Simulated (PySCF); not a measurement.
Point-charge models of `COBP` (CH6BOP) against its computed dipole.

Coordinates (PBE0-D3(BJ)/def2-SVP, Å) and charges (e) from the PBE0/pcSseg-1 density (PySCF):

| atom | x | y | z | Mulliken | IAO | Hirshfeld | ESP-fitted |
| --- | --- | --- | --- | --- | --- | --- | --- |
| C1 | -1.409 | 0.421 | 0.362 | -0.0618 | -0.1993 | -0.0253 | +0.0432 |
| O2 | -0.867 | -0.717 | -0.259 | -0.4595 | -0.3409 | -0.1566 | -0.3990 |
| B3 | 0.450 | -0.918 | -0.435 | +0.2123 | +0.0736 | +0.1254 | +0.4386 |
| P4 | 1.815 | 0.266 | 0.243 | -0.2070 | +0.0232 | -0.0141 | -0.3836 |
| H5 | -0.871 | 0.671 | 1.293 | +0.1236 | +0.1336 | +0.0436 | +0.0795 |
| H6 | -1.371 | 1.293 | -0.311 | +0.1188 | +0.1407 | +0.0476 | +0.0528 |
| H7 | -2.460 | 0.215 | 0.607 | +0.1334 | +0.1605 | +0.0553 | +0.0798 |
| H8 | 0.767 | -1.961 | -0.960 | +0.0313 | +0.0089 | -0.0638 | -0.1189 |
| H9 | 1.294 | 1.508 | -0.227 | +0.0456 | -0.0081 | -0.0094 | +0.0966 |
| H10 | 2.741 | 0.071 | -0.818 | +0.0634 | +0.0077 | -0.0028 | +0.1109 |

Task: Form Σ q r in debye for every column and set it beside the full dipole.

Result: The full density gives (-1.04, 1.49, -0.15) D, 1.83 D in size; dipole vectors point from the negative to the positive end.

```json
{"scheme": "Mulliken", "μx": "-0.66", "μy": "1.59", "μz": "0.31", "size (D)": "1.75", "share of the full size (%)": "96", "angle to the full dipole (°)": "20"}
{"scheme": "IAO", "μx": "-0.17", "μy": "1.81", "μz": "0.98", "size (D)": "2.06", "share of the full size (%)": "113", "angle to the full dipole (°)": "44"}
{"scheme": "Hirshfeld", "μx": "-0.51", "μy": "0.94", "μz": "0.55", "size (D)": "1.20", "share of the full size (%)": "66", "angle to the full dipole (°)": "33"}
{"scheme": "ESP-fitted", "μx": "-1.03", "μy": "1.56", "μz": "-0.14", "size (D)": "1.87", "share of the full size (%)": "103", "angle to the full dipole (°)": "2"}
```

Task: Which set comes closest?

Result: Length of the difference vector: ESP-fitted 0.07 D, Mulliken 0.61 D, Hirshfeld 1.04 D, IAO 1.46 D. Closest: ESP-fitted. ESP charges are fitted to the potential around the molecule, whose slowest-falling term is the dipole's. 

Task: What is left for the Hirshfeld atoms' own dipoles?

Result: The Hirshfeld atoms' densities add up to the full density, so μ = Σ q r + Σ (atomic dipoles). The atomic dipoles sum to (-1.04, 1.49, -0.15) − (-0.51, 0.94, 0.55) = (-0.53, 0.55, -0.70) D, 1.04 D in size.

Task: With the origin at the mean of the coordinates, (0.009, 0.085, -0.050) Å, which are the largest single terms, by size, of the Mulliken dipole along the direction of the full one?

Result: B3 -1.06, H6 +1.02, H7 +0.93, P4 +0.90, H5 +0.51 D; all 10 atoms together +1.65 D. The single terms depend on the origin, their sum doesn't.

Task: Give the size of the full dipole in other units.

Result: 1.83 D = 0.719 au = 0.380 e·Å = 6.09 × 10⁻³⁰ C·m.

The structure is a single PBE0-D3(BJ)/def2-SVP conformer in the gas phase; no vibrational or solvent corrections.

These values come from a run that also computed NMR shieldings. Hardware: Arm Neoverse V2, one thread, no GPU, shared host. Cost: 5.9 s.

Shape of the structure used: `[CH3:1][O:2][BH:3][PH2:4]`: C1–O2–B3–P4 4°, H–P4–B3–O2 -49°, H–P4–B3–O2 -147°.
